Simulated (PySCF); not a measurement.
How methods differ on the excitation energy of Mn

Mn [Ar] 3d5 4s2 (6S) → Mn [Ar] 3d4 4s2 5s1, s spin flipped, as a difference of total energies. Calculation: PySCF 2.14, in aug-cc-pwCVTZ-DK with one added diffuse shell each of s, p, d, f, g type (11s10p8d5f4g, 152 functions); the spin-free X2C one-electron Hamiltonian (Gaussian nucleus). Correlated levels: valence: [Ar] frozen; valence and next inner shell: [Ne] frozen; nothing frozen. The calculations carry no spin-orbit coupling.

```
                                method  excitation energy (eV)
                                   UHF                  10.641
                                   LDA                  12.214
                                   PBE                  11.839
                                  PBE0                  11.690
                                r2SCAN                  12.098
                         MP2 (valence)                  11.352
                     SCS-MP2 (valence)                  10.701
    MP2 (valence and next inner shell)                  11.744
SCS-MP2 (valence and next inner shell)                  11.175
                   MP2 (all electrons)                  11.768
               SCS-MP2 (all electrons)                  11.191
```

How much does correlation contribute at MP2 (all electrons)?

11.768 − (10.641) = 1.127 eV, measured against UHF.

The upper determinant mixes two multiplicities, so it lies between the two terms.

The upper state lies above the first ionisation limit, but in LS coupling its spin forbids autoionisation to the ground ion. A Rydberg-like electron needs more diffuse functions than a valence basis has.

The promoted electron is Rydberg-like, and one or two diffuse shells describe it only roughly, which tends to raise the upper state.
